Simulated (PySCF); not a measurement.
**Correlation energy of Kr⁺ (krypton, charge +1)**

[Ar] 3d10 4s2 4p5, 2P determinant. All numbers are calculated (PySCF 2.14, the spin-free X2C one-electron Hamiltonian (Gaussian nucleus), in jorge-DZP-DKH (8s6p2d1f, 43 functions)). Frozen: [Ar] 3d10; 7 electrons correlated.

MP2 pair energies summed by pair of shells (mhartree):

```json
{"pair": "4p-4p", "energy": "-21.85", "share (%)": "50.9"}
{"pair": "4s-4p", "energy": "-17.16", "share (%)": "40.0"}
{"pair": "4s-4s", "energy": "-3.90", "share (%)": "9.1"}
```

Total MP2 correlation energy: -42.92 mhartree.

Same-spin part -9.36 and opposite-spin part -33.55 mhartree; SCS-MP2 scales them by 1/3 and 6/5 to -43.39 mhartree.

```
  level  correlation energy (mhartree)
   CCSD                         -49.04
    (T)                          -0.40
CCSD(T)                         -49.44
```

Diagnostics: T1 = 0.0010, D1 = 0.0021, largest double amplitude 0.030.

Cost of the coupled-cluster step: 0.45 s of wall time on 1 thread of Neoverse-V1 (shared host), for 7 correlated electrons.

Iterations:

```
CC2 = 0
CCSD nocc = (np.int64(4), np.int64(3)), nmo = (29, 29)
frozen orbitals [[0, 1, 2, 3, 4, 5, 6, 7, 8, 9, 10, 11, 12, 13], [0, 1, 2, 3, 4, 5, 6, 7, 8, 9, 10, 11, 12, 13]]
max_cycle = 100
direct = 0
conv_tol = 1e-08
conv_tol_normt = 1e-06
diis_space = 8
diis_start_cycle = 0
Init t2, MP2 energy = -0.0429155806800095
Init E_corr(UCCSD) = -0.0429155806851676
cycle = 1  E_corr(UCCSD) = -0.0479534320097672  dE = -0.00503785132  norm(t1,t2) = 0.0151466
cycle = 2  E_corr(UCCSD) = -0.0488137315894221  dE = -0.00086029958  norm(t1,t2) = 0.00353373
cycle = 3  E_corr(UCCSD) = -0.0490496471935506  dE = -0.000235915604  norm(t1,t2) = 0.00112897
cycle = 4  E_corr(UCCSD) = -0.0490383422462442  dE = 1.13049473e-05  norm(t1,t2) = 0.000234285
cycle = 5  E_corr(UCCSD) = -0.0490395014969938  dE = -1.15925075e-06  norm(t1,t2) = 4.65392e-05
cycle = 6  E_corr(UCCSD) = -0.0490395598497019  dE = -5.83527081e-08  norm(t1,t2) = 3.95023e-06
cycle = 7  E_corr(UCCSD) = -0.0490395493364135  dE = 1.05132884e-08  norm(t1,t2) = 3.61772e-07
cycle = 8  E_corr(UCCSD) = -0.0490395505730449  dE = -1.23663141e-09  norm(t1,t2) = 8.88168e-08
UCCSD converged
E(UCCSD) = -2787.576325277439  E_corr = -0.04903955057304494
UCCSD(T) correction = -0.000403645171883201
```
